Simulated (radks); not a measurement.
Charge is removed step by step from the 3s down level of K, starting from [Ne] 3s(up 1, down 1) 3p6 4s1. All-electron calculation, non-relativistic Kohn-Sham, r2SCAN, spin-polarised, spherical densities, point nucleus; open shells are filled with parallel spins first; meta-GGA in the generalised Kohn-Sham scheme. Program: a radial shooting solver on a logarithmic mesh with Libxc functionals.

removed (e)	E - E(0) (eV)	eigenvalue (eV)	E minus straight line (eV)
0	0.000	-36.410	0.000
0.25	9.472	-39.386	-1.162
0.5	19.703	-42.479	-1.565
0.75	30.718	-45.655	-1.183
1	42.535	-48.888	0.000

Removing the whole electron costs 42.535 eV by Delta-SCF, against 36.410 eV from minus the eigenvalue at the starting occupation. Slater's transition state (half an electron removed) gives 42.479 eV. Integrating minus the eigenvalue over the occupation (Janak's theorem) gives 42.535 eV. The mean slope of the eigenvalue, de/dn, is 12.5 eV per electron.
